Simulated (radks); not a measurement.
The mean radii <r> (bohr) of the occupied orbitals of an atom or ion are listed with their occupations. Calculated with a radial shooting solver on a logarithmic mesh with Libxc functionals: scalar-relativistic Kohn-Sham, PBE, spin-polarised, spherical densities, finite nucleus; Fermi nuclear charge, rms radius of each element as measured or else 0.836 A^(1/3) + 0.57 fm.

orbital  occ.      <r>
1s up       1  0.02274
1s down     1  0.02274
2s up       1  0.09701
2s down     1  0.09701
2p up       3  0.08547
2p down     3  0.08547
3s up       1   0.2550
3s down     1   0.2548
3p up       3   0.2534
3p down     3   0.2532
3d up       5   0.2311
3d down     5   0.2308
4s up       1   0.5794
4s down     1   0.5792
4p up       3   0.6135
4p down     3   0.6133
4d up       5   0.6710
4d down     5   0.6714
5s up       1    1.403
5s down     1    1.424
5p up       3    1.648
5p down     3    1.678
4f up       6   0.9876
6s up       1    3.860

Name the element and its charge. Open shells, if any, are filled with parallel spins first.

Answer. Z = 62, samarium, charge +1: Sm+ in [Xe] 4f6 6s1. The 1s radius gives Z: for a bare nucleus <r> = (2 gamma + 1)/(2Z) with gamma = sqrt(1 - (Z/c)^2), 0.02245 bohr for Z = 62, and screening makes it slightly larger (0.02274 here). The occupations add up to 61, and the charge is Z minus that.
